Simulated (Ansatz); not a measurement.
Input file for niobium pentachloride (`[Cl][Nb]([Cl])([Cl])([Cl])[Cl]`):

```yaml
crystal:
  periodic: [false, false, false]
  atoms:
    - {symbol: Cl, position_ang: [-1.102366, -0.012065, -1.978226]}
    - {symbol: Nb, position_ang: [0.007044, -0.010660, -0.007665]}
    - {symbol: Cl, position_ang: [-1.918388, -0.694352, 1.076616]}
    - {symbol: Cl, position_ang: [1.066760, -1.880656, 0.695024]}
    - {symbol: Cl, position_ang: [1.932280, 0.672847, -1.092398]}
    - {symbol: Cl, position_ang: [0.056870, 1.860885, 1.260550]}
basis:
  gaussian: {orbitals: def2-SVP}
correlation: {method: ccsd_t}
```

```sh
$ ansatz run in.yaml --threads 2 --pin off --events-out ev --progress --plain --max-ram 22528MiB --backend cuda --devices 0, --max-vram 18GiB
```

Output of Ansatz, abridged:

```
Functional definition: HF
1129 factors; integrals over basis functions are off by at most 8.3e-4 eV
mean field evaluation 1: about -64031.5778 eV, gradient 4.7e1 eV
mean field evaluation 2: about -64032.0292 eV, gradient 4.8e1 eV
mean field evaluation 4: about -64038.6762 eV, gradient 2.9e0 eV
mean field evaluation 8: about -64038.7547 eV, gradient 4.6e-1 eV
mean field evaluation 16: about -64038.7569 eV, gradient 2.1e-6 eV
mean field -64038.75692352 eV, -2353.3809099107 hartree, gradient 2.1e-6 eV, S^2 0.000000; 0 other end points of the search recorded, 0 dependent functions left out
25 core orbitals not correlated: weight in the atoms' cores, before any rotation towards them, 1.000 or more for the frozen orbitals, at most 0.000 for the correlated occupied ones
reference -64038.75692352 eV, -2353.3809099107 hartree; 24, 24 occupied and 72, 72 virtual orbitals, 1129 factors
second order -27.55286645 eV of doubles, -0.00000000 eV of singles
cycle   1  -26.78223152 eV  change    7.7e-1 eV  update   2.6e-1
cycle   2  -27.80929312 eV  change    -1.0e0 eV  update   1.6e-1
cycle   3  -28.04449813 eV  change   -2.4e-1 eV  update   4.3e-2
cycle   4  -28.02638934 eV  change    1.8e-2 eV  update   1.6e-2
cycle   5  -28.01903124 eV  change    7.4e-3 eV  update   6.1e-3
cycle   6  -28.01805322 eV  change    9.8e-4 eV  update   2.4e-3
cycle   7  -28.01756067 eV  change    4.9e-4 eV  update   1.3e-3
cycle   8  -28.01775625 eV  change   -2.0e-4 eV  update   5.7e-4
cycle   9  -28.01815145 eV  change   -4.0e-4 eV  update   2.9e-4
cycle  10  -28.01815269 eV  change   -1.2e-6 eV  update   1.4e-4
cycle  11  -28.01807296 eV  change    8.0e-5 eV  update   5.7e-5
cycle  12  -28.01804530 eV  change    2.8e-5 eV  update   2.4e-5
perturbative correction -1.23657999 eV, -0.0454434764 hartree
Total energy: -64068.01154881 eV, -2354.4559975607 hartree
```

It took 2.6 s on 2 threads of an AMD EPYC 7R13 on a shared host and a share of an NVIDIA H100 80 GB, with 0.82 GiB of host memory at the peak.

Correlation energy per correlated electron: -0.609 eV. T1 diagnostic: 0.0210.
